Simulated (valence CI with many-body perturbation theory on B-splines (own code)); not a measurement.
Results of a calculation; reference values are marked as such.
Sensitivity of CI+MBPT for Rh⁶⁺

Level of theory: valence CI with perturbative core correlation (CI+MBPT): three valence electrons over a frozen Dirac-Fock core [Kr], radial functions for each j: 6 s, 6 p, 5 d, 5 f, 1 g, with the one-electron correlation potential Σ1 (screened to all orders), the two-electron term Σ2, the three-electron term Σ3, Breit, model QED; selected single and double excitations, second order for the rest, scaled by the run's own slope (own B-spline code, finite nucleus).

No measured levels were compared; by estimate terms of the open shell hold to 2 to 4 % of their energy, and close levels can change places; different configurations can be misplaced against each other by 1,000 to 8,000 cm⁻¹. Only levels of the ground parity were solved; by the run's estimate the other parity begins above the list, which can be wrong where configurations are misplaced.

The reference run has the lowest level 4d³ ⁴F_3/2 and an ionisation energy of 97.8887 eV. Its largest variational space holds 4776 state functions.

Names give the largest LS component (configuration and term), which can be under half, so a name can repeat, a term be missing and a line seem to break the LS rules; names also repeat where a configuration has a term twice. Letters in brackets count levels of one name in rising energy.

Changed runs:
A. size limit of the variational space 10000 → 1500; second order for the rest on → off; QED terms on → off
B. factor on the speed of light 1 → 10; QED terms on → off
C. QED terms on → off; highest l with Σ1, explicit Σ2 and valence Breit (higher l get mean screening factors) 3 → 2
D. box radius (bohr) 13.698 → 2.11 (bad on purpose)

Excitation energies of the reference run in cm⁻¹, and shifts in cm⁻¹:

```
                 Level  Reference        A        B        C         D
            4d³ ⁴F_5/2       1921      +16    -1906      -11      +515
            4d³ ⁴F_7/2       4181     +0.5    -4143      -15     +1084
            4d³ ⁴F_9/2       6555      -20    -6489      -10     +1641
            4d³ ⁴P_3/2      15549      +10    -1831     +216     +2345
            4d³ ⁴P_1/2      15782      -16    -2073     +183     +2422
            4d³ ²G_7/2      18062      +84    -2923     +286     +3656
            4d³ ⁴P_5/2      18721      +14    -4987     +171     +3160
            4d³ ²G_9/2      19015      +16    -3850     +281     +3704
        4d³ ²D_3/2 [a]      22834      +31              +429     +4331
            4d³ ²P_1/2      23997      -23    -3671     +356     +4455
           4d³ ²H_11/2      25036      -28    -5192     +313     +4847
            4d³ ²H_9/2      25194     +1.8    -5372     +302     +5140
Ionisation energy (eV)    97.8887  -0.0084  +0.8866  -0.0441  -10.3239
```

A blank means that the level has no clear partner in that run.
